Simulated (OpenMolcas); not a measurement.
# Cl+: effect of the basis set

```
Program             : OpenMolcas
Method              : SS-CASPT2, IPEA 0.25 Eh, imaginary shift 0.1 Eh (closed shells correlated: 2s 2p 3s)
Active space        : 4 electrons in 3 orbitals (3p)
State averaging     : 2S+1 = 3 even, 3 roots; 2S+1 = 1 even, 6 roots
Spin-orbit coupling : state interaction with AMFI integrals over the reference wave functions, term energies averaged over their components
```

A. ANO-R1 [4s3p1d], X2C, finite nucleus; CASPT2 step about 0.9 core-seconds
B. ANO-RCC-VTZP [5s4p2d1f], DKH2, point nucleus; CASPT2 step of the order of 0.7 core-seconds
C. ANO-L-VTZP [5s4p2d1f], non-relativistic, point nucleus; CASPT2 step roughly 1.1 core-seconds
D. ANO-R2 [5s4p3d1f], X2C, finite nucleus; CASPT2 step of the order of 1 core-seconds
E. ANO-RCC-VQZP [6s5p3d2f1g], DKH2, point nucleus; CASPT2 step about 1.3 core-seconds
F. ANO-R3 [6s5p4d3f1g], X2C, finite nucleus; CASPT2 step of the order of 1.4 core-seconds

Energies in cm-1 above 3s2 3p4 3P2, the measured ground level; measured values from NIST Handbook of Basic Atomic Spectroscopic Data.

| Level | A | B | C | D | E | F | Measured |
| --- | --- | --- | --- | --- | --- | --- | --- |
| 3s2 3p4 3P2 | 0.0 | 0.0 | 0.0 | 0.0 | 0.0 | 0.0 | 0.0 |
| 3s2 3p4 3P1 | 668 | 650 | 646 | 650 | 650 | 652 | 696 |
| 3s2 3p4 3P0 | 965 | 939 | 933 | 938 | 938 | 941 | 996 |
| 3s2 3p4 1D2 | 13010 | 12140 | 12170 | 12100 | 11700 | 11780 | 11654 |
| 3s2 3p4 1S0 | 30250 | 29650 | 29690 | 29610 | 29010 | 28970 | 27878 |

Deviations, from unrounded energies. A percentage is the sum of absolute deviations over the sum of measured energies, with the sign that they share, or ± where signs differ.

```tsv
Against measurement	Levels	A	B	C	D	E	F
mean absolute deviation (cm-1)	4	950	590	610	570	320	330
fine structure of the ground term (%)	2	-3.6	-6.1	-6.7	-6.2	-6.2	-5.9
other terms of the ground configuration (%)	2	+9.4	+5.7	+5.9	+5.5	+3.0	+3.1
```

E, F lie about equally close to measurement and A furthest from it. The largest miss of E in the table is 3s2 3p4 1S0, by +1100 cm-1. The ranking rests on the paired levels alone, and a cruder setting can come out closer through cancelling errors.

The two smallest mean deviations differ by little beside CASPT2's spread within terms, so their order carries little weight.

Among A to F the level of the table that moves most is 3s2 3p4 1D2, by 1300 cm-1 (lowest in E, highest in A). Moves below CASPT2's spread within the term are not significant.

CASPT2 breaks the degeneracy within a term, and the mean is taken; among the terms shown or strongly mixed into the levels shown the widest spread is 190 cm-1 (3s2 3p4 1D, E). With the s shell closed, the reference lacks s² → p² mixing. Measured partners are found by configuration, term and J. A level has none where our copy of the source lacks it or the pairing is in doubt (some pairs that miss far off the trend of their configuration count as doubtful), and it then counts in no deviation. Levels of configurations outside the active space are missing.
